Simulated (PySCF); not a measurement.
**Core-level binding energies of GeH3(NHMe)**

Compound: GeH3(NHMe), CH₇GeN.
Structure used (PBE0-D3(BJ)/def2-SVP), in Å, numbered top down from 1:
```
atom  x, y, z in Å
Ge1    0.5864    1.0126    0.8870
H2     0.5500    0.9702    2.4244
H3     2.0507    1.0492    0.3895
H4    -0.1144    2.2913    0.3705
N5    -0.2691   -0.4879    0.3193
C6    -0.4978   -0.8586   -1.0495
H7    -0.6404   -1.1203    1.0152
H8    -1.5718   -0.9178   -1.3123
H9    -0.0549   -0.1093   -1.7250
H10   -0.0386   -1.8293   -1.3191
```

Theory: PySCF 2.14.0, delta-SCF UKS SCAN, pcX-2 on the ionised atom, pcseg-1 elsewhere, spin-free X2C. Vertical ΔSCF values, vacuum level as zero.

**Question.** List the computed XPS lines with their assignment.

**Answer.** 
```
atom(s)    bonded to  level  binding energy (eV)  count
     N5  C, H and Ge   N 1s               404.19      1
     C6    N and 3 H   C 1s               291.55      1
```

**Question.** Give the binding energy of N 1s of N5 in hartree and in kJ/mol.

**Answer.** 404.19 eV = 14.8537 Eh = 38998 kJ/mol.

**Question.** Which photon energy gives electrons from N 1s of N5 a kinetic energy of 200 eV, and what is their de Broglie wavelength?

**Answer.** hν = 404.19 + 200 = 604.19 eV, recoil neglected; λ = 12.264 Å/√(E/eV) = 0.87 Å.

No level of germanium is listed. Geometry: PBE0-D3(BJ)/def2-SVP; no solvent, vibrations or thermal averaging.

On an Arm Neoverse V1 with one thread, no GPU, on a shared host, this took 9.6 s.
